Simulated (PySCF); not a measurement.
Ga(H)3(HOMe), CH7GaO, singlet (PBE0/def2-SVP optimised geometry):

```
10

Ga    -0.421    -0.055     0.000
H     -1.164    -1.342    -0.529
H     -1.161     1.342     0.000
H      1.164    -0.055     0.000
C      0.018    -1.466     2.727
O     -0.689    -0.408     2.099
H      1.104    -1.280     2.738
H     -0.180    -2.372     2.141
H     -0.350    -1.619     3.753
H     -0.586     0.413     2.596
```

Calculation: PBE0/def2-TZVP run with PySCF 2.14.0.

**Question.** What are the frontier orbital energies and the dipole moment?

**Answer.** HOMO-2 -9.65 eV, HOMO-1 -7.74 eV, HOMO -7.60 eV, LUMO -0.28 eV, LUMO+1 1.25 eV; dipole moment 4.28 D.

On the same geometry PBE/def2-TZVP (PySCF 2.14.0) gives HOMO-2 -8.01 eV, HOMO-1 -6.50 eV, HOMO -6.35 eV, LUMO -1.16 eV, LUMO+1 0.40 eV; dipole moment 4.23 D.

Meta-Löwdin charges at PBE0/def2-TZVP: Ga1 0.10, H2 -0.09, H3 -0.10, H4 -0.11, C5 -0.13, O6 -0.42, H7 0.12, H8 0.14, H9 0.12, H10 0.37.
